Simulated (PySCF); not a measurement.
# Distorted geometries of [WO(OH)3]+

[WO(OH)3]+ (singlet). PySCF 2.14.0, RKS B3LYP, W def2-SVP with ECP60, O def2-SVP, H def2-SVP; non-relativistic Hamiltonian with scalar-relativistic core potentials where named; density fitting; no spin-orbit coupling. Relaxed geometry:

```xyz
8

W    -0.1529   -0.1147   -0.1726
O     0.8818    0.7555    0.8248
O    -1.3055   -1.0648    0.8813
H    -1.5773   -1.2853    1.7896
O     0.8489   -1.2434   -1.2046
H     1.7433   -1.5531   -1.4321
O    -1.0728    1.0636   -1.2240
H    -1.2289    1.9936   -1.4643
```

**Question.** Order these distorted geometries by energy above the relaxed one, lowest first.
A.
```xyz
8

W    -0.1136   -0.1019   -0.1633
O     0.8708    0.7537    0.8567
O    -1.2913   -1.0693    0.8825
H    -1.5908   -1.2737    1.7869
O     0.8545   -1.2770   -1.2186
H     1.7338   -1.5680   -1.4899
O    -1.0959    1.0966   -1.2147
H    -1.2309    1.9911   -1.4415
```
B.
```xyz
8

W    -0.2946   -0.1237    0.0391
O     1.0098    0.6682    0.7779
O    -1.1890   -1.1444    0.8659
H    -1.6102   -1.1295    1.7401
O     0.7221   -1.3923   -1.0872
H     1.7518   -1.5634   -1.5237
O    -1.0614    1.1739   -1.3213
H    -1.1919    2.0626   -1.4927
```
C.
```xyz
8

W    -0.3797   -0.1597   -0.1572
O     0.8506    0.8025    0.8345
O    -1.3506   -0.9423    0.8859
H    -1.5309   -1.3793    1.7799
O     0.9267   -1.1683   -1.1855
H     1.8271   -1.7170   -1.3286
O    -1.0350    1.2202   -1.3143
H    -1.1715    1.8954   -1.5165
```

**Answer.** A (0.13 eV), B (3.87 eV), C (5.85 eV).

**Question.** Which forces (eV/Å) act in the one that lies 3.87 eV up?

**Answer.** 
```
W    13.16  10.98 -17.66
O    -1.15  -0.18   1.43
O    -9.71  -9.34  10.18
H    -0.51  -0.98   0.66
O     1.38   1.10   0.19
H    -4.11   1.16   2.03
O     1.33  -6.19   3.68
H    -0.38   3.44  -0.51
```
Forces carry noise of the integration grid, about 0.01 to 0.03 eV/Å.
